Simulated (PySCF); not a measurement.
Molfile (atoms numbered from 1):
```
C7H16O
     RDKit          3D

 24 23  0  0  0  0  0  0  0  0999 V2000
    2.9362    1.1122    0.7040 C   0  0  0  0  0  0  0  0  0  0  0  0
    1.4293    0.9345    0.6186 C   0  0  0  0  0  0  0  0  0  0  0  0
    0.9954    0.0029   -0.5027 C   0  0  0  0  0  0  0  0  0  0  0  0
   -0.5057   -0.2318   -0.5553 C   0  0  1  0  0  0  0  0  0  0  0  0
   -0.9174   -1.0884   -1.7427 C   0  0  0  0  0  0  0  0  0  0  0  0
   -0.8800   -0.8531    0.6581 O   0  0  0  0  0  0  0  0  0  0  0  0
   -2.1897   -0.6018    1.0932 C   0  0  0  0  0  0  0  0  0  0  0  0
   -2.3083    0.6891    1.8823 C   0  0  0  0  0  0  0  0  0  0  0  0
    3.3477    1.5282   -0.2301 H   0  0  0  0  0  0  0  0  0  0  0  0
    3.4410    0.1492    0.8831 H   0  0  0  0  0  0  0  0  0  0  0  0
    3.2192    1.7917    1.5223 H   0  0  0  0  0  0  0  0  0  0  0  0
    1.0393    0.5346    1.5680 H   0  0  0  0  0  0  0  0  0  0  0  0
    0.9452    1.9181    0.4807 H   0  0  0  0  0  0  0  0  0  0  0  0
    1.3255    0.4007   -1.4778 H   0  0  0  0  0  0  0  0  0  0  0  0
    1.4879   -0.9786   -0.3830 H   0  0  0  0  0  0  0  0  0  0  0  0
   -1.0056    0.7559   -0.6347 H   0  0  0  0  0  0  0  0  0  0  0  0
   -0.4159   -2.0669   -1.6924 H   0  0  0  0  0  0  0  0  0  0  0  0
   -0.6467   -0.6049   -2.6936 H   0  0  0  0  0  0  0  0  0  0  0  0
   -2.0039   -1.2624   -1.7523 H   0  0  0  0  0  0  0  0  0  0  0  0
   -2.4773   -1.4563    1.7270 H   0  0  0  0  0  0  0  0  0  0  0  0
   -2.8960   -0.5947    0.2398 H   0  0  0  0  0  0  0  0  0  0  0  0
   -1.6440    0.6658    2.7591 H   0  0  0  0  0  0  0  0  0  0  0  0
   -3.3409    0.8389    2.2338 H   0  0  0  0  0  0  0  0  0  0  0  0
   -2.0316    1.5627    1.2720 H   0  0  0  0  0  0  0  0  0  0  0  0
  1  2  1  0
  2  3  1  0
  3  4  1  0
  4  5  1  0
  4  6  1  0
  6  7  1  0
  7  8  1  0
  1  9  1  0
  1 10  1  0
  1 11  1  0
  2 12  1  0
  2 13  1  0
  3 14  1  0
  3 15  1  0
  4 16  1  6
  5 17  1  0
  5 18  1  0
  5 19  1  0
  7 20  1  0
  7 21  1  0
  8 22  1  0
  8 23  1  0
  8 24  1  0
M  END
```

Geometry: PBE0-D3(BJ)/def2-SVP; GIAO shifts from PySCF 2.14, gas phase, non-relativistic, averaged over equivalent atoms.

At CAM-B3LYP/pcSseg-1 (216 basis functions, 67 s wall time on 1 thread of an x86-64 server CPU, shared host):
```json
{"atoms": "C4", "δ (ppm)": "73.3"}
{"atoms": "C7", "δ (ppm)": "63.3"}
{"atoms": "C3", "δ (ppm)": "43.2"}
{"atoms": "C2", "δ (ppm)": "23.2"}
{"atoms": "C5", "δ (ppm)": "20.9"}
{"atoms": "C1", "δ (ppm)": "16.1"}
{"atoms": "C8", "δ (ppm)": "15.7"}
{"atoms": "O6", "δ (ppm)": "65.0"}
{"atoms": "H20", "δ (ppm)": "3.55"}
{"atoms": "H21", "δ (ppm)": "3.21"}
{"atoms": "H16", "δ (ppm)": "2.83"}
{"atoms": "H12", "δ (ppm)": "1.82"}
{"atoms": "H15", "δ (ppm)": "1.12"}
{"atoms": "H22/H23/H24", "δ (ppm)": "1.04"}
{"atoms": "H17/H18/H19", "δ (ppm)": "1.04"}
{"atoms": "H14", "δ (ppm)": "0.98"}
{"atoms": "H9/H10/H11", "δ (ppm)": "0.98"}
{"atoms": "H13", "δ (ppm)": "0.92"}
```

Chemical shifts δ = σref − σ; TMS for $^{13}$C (σref 182.45), $^{1}$H (σref 31.33); H2O for $^{17}$O (σref 338.55), all at this level.

Problem. Predict the values at PBE0/pcSseg-1 on the same geometry.

Solution. 
```csv
atoms,δ at PBE0/pcSseg-1,change
C4,72.5,-0.8
C7,62.9,-0.4
C3,42.3,-0.9
C2,23.1,-0.1
C5,20.4,-0.5
C1,16.3,+0.2
C8,15.4,-0.3
O6,64.0,-1.0
H20,3.55,+0.00
H21,3.21,+0.00
H16,2.87,+0.04
H12,1.82,+0.00
H15,1.11,-0.01
H22/H23/H24,1.01,-0.03
H17/H18/H19,1.02,-0.02
H14,0.99,+0.01
H9/H10/H11,0.96,-0.02
H13,0.91,-0.01
```

Shifts are taken against calculated references (same method and geometry level): $^{13}$C (σref 184.41) and $^{1}$H (σref 31.27) vs TMS; $^{17}$O (σref 334.56) vs H2O.

The largest change is at O6 (ether oxygen). Cost: 216 basis functions, 54 s wall time on 1 thread of an x86-64 server CPU, shared host. The order of the carbon signals is the same at both levels.

Experimental scales use liquid or dissolved standards, which lie at an offset from isolated H2O (liquid H2O: subtract about 36 ppm).
